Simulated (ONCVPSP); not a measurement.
# manganese: one change to an ONCV potential, before and after

manganese (Mn), optimised norm-conserving Vanderbilt (ONCV), made with ONCVPSP 4.0.1 (LDA (Perdew-Zunger), scalar-relativistic). Core [Ar], reference 3d5 4s1.5 (charge +0.5). Waves: 4s: rc 2.50 bohr, ncon 4, nbas 8, qcut 3.4 1/bohr, 2 projectors, debl 3.8 Ha; p scattering state at 0.21 Ha: rc 2.25 bohr, ncon 3, nbas 6, qcut 3.5 1/bohr, 2 projectors, debl 1.9 Ha; 3d: rc 1.75 bohr, ncon 4, nbas 8, qcut 11 1/bohr, 3 projectors, debl 2.5 Ha. Local part: polynomial inside 1.20 bohr (lpopt 5, dvloc0 3 Ha). Core correction: Teter function, fcfact 2.5, rcfact 1.25.

In the p channel the program set the typed energies aside and used 0.050, 1.950 Ha.

All-electron outer shells of the reference configuration (LDA (Perdew-Zunger), scalar-relativistic, ld1.x):

| shell | level (eV) | outermost node (bohr) | outermost maximum (bohr) |
| --- | --- | --- | --- |
| 3p | -58.45 | 0.31 | 0.75 |
| 3d | -10.93 | – | 0.75 |
| 4s | -8.62 | 1.05 | 2.41 |

Change: functional PBE.

Cutoffs: the cutoffs (Ha) at which the residual kinetic energy of the hardest occupied pseudo-wave falls to 1 and 0.1 mHa per electron; they do not see the model core or the augmentation charge, which bear on the density cutoff. Errors are all-electron minus pseudo energies relative to the spin-unpolarised reference configuration.

Question: Predict the effect on cutoff, ghosts and configuration errors.

Answer: The potential gets neither clearly harder nor softer (39 Ha and 45 Ha → 39 Ha and 45 Ha); of the 4 tests that both files solve, the error grows in 4 and shrinks in 0 by more than 15 % and 0.3 meV (median size 3.5 → 6.8 meV); neither file shows a bound ghost.

```tsv
quantity	base	changed
cutoff, loose	39 Ha	39 Ha
cutoff, tight	45 Ha	45 Ha
loose cutoff by channel	s 4.2 Ha, d 39 Ha	s 4.1 Ha, d 39 Ha
bound ghosts	none	none
GHOST(+) flags under 300 eV	s at 53.3 eV	s at 52.3 eV
error for 3d5 4s2, meV [ΔE -3.47 → -3.36 eV]	+0.6	+1.1
error for 3d5 4s1, meV [ΔE 5.19 → 5.06 eV]	+0.2	+2.0
error for 3d5 4s0, meV [ΔE 21.07 → 20.65 eV]	+13	+53
error for 3d5 4s0 4p2, meV [ΔE 4.62 → 4.57 eV]	+6.4	+12
s: phases at 2.53 bohr within 0.05 rad from the reference energy up to (Ha; the scan ends near 5)	1.5	1.5
p: phases at 2.29 bohr within 0.05 rad from the reference energy up to (Ha; the scan ends near 5)	2.9	2.9
d: phases at 1.78 bohr within 0.05 rad from the reference energy up to (Ha; the scan ends near 5)	to the end of the scan	to the end of the scan
rms error of d²Exc/dni dnj with the model core, mHa	10.38	9.66
```
